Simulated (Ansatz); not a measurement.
Two isomers of CH5FNSi: A = `[CH2][SiH](N)F`•, B = `C[SiH]([NH])F`•.

Computed with Ansatz on PBE0-D4/def2-TZVP structures; ΔE is electronic, products minus reactants. CBS: MP2 limit from def2 TZ/QZ plus the TZ coupled-cluster correction, frozen cores. Functionals use def2-TZVPP. B3LYP here is the variant with VWN-RPA as its local correlation; programs differ in this. No spin–orbit coupling; open shells (•) take unrestricted orbitals. One conformer a species, not always the lowest.

A:

Z-matrix (Å, degrees):
```
Si
N 1 1.699
F 1 1.607 2 114.5
C 1 1.832 2 109.8 3 119.3
H 1 1.483 2 106.8 3 -115.8
H 2 1.007 1 121.1 3 77.8
H 2 1.007 1 121.8 3 -74.2
H 4 1.085 1 122.4 2 -143.9
H 4 1.085 1 122.5 2 40.1
```

B:

Z-matrix (Å, degrees):
```
C
Si 1 1.852
H 1 1.092 2 110.9
H 1 1.092 2 110.3 3 -120.1
H 1 1.093 2 110.1 3 120.0
N 2 1.731 1 109.0 3 61.8
F 2 1.606 1 108.5 3 -62.7
H 2 1.485 1 113.1 3 179.0
H 6 1.020 2 117.9 1 -124.8
```

Problem. Which is lower in electronic energy at CCSD(T)/CBS, and by how much? (An estimate is asked.)

Solution. Computed: A, by 12.1 kcal/mol.

Problem. Give E(B) − E(A) in kcal/mol with ωB97M-V, PBE-D4, CCSD(T)/def2-SVP, PBE0-D4, BLYP-D4, B3LYP-D4, r2SCAN-D4. (Best estimate.)

Solution. The calculation gave: ωB97M-V 10.7, PBE-D4 9.6, CCSD(T)/def2-SVP 9.9, PBE0-D4 10.5, BLYP-D4 8.9, B3LYP-D4 10.0, r2SCAN-D4 10.5. None reverses the order clearly.

Problem. Does the order hold for the free energy at 298.15 K (harmonic terms from PBE0-D4)? (Best estimate.)

Solution. Ansatz gave: Yes: G(B) − G(A) = +11.9 kcal/mol, for one conformer each.

Largest T1 diagnostic: 0.013.

From BLYP to BHLYP (50 % exact exchange), in def2-TZVPP and without D4, E(B) − E(A) moves by +1.3 kcal/mol. In def2-TZVPP, CCSD(T) changes the Hartree–Fock value by +2.7 kcal/mol (the triples alone add −0.0 kcal/mol) and MP2 by +5.6 kcal/mol.
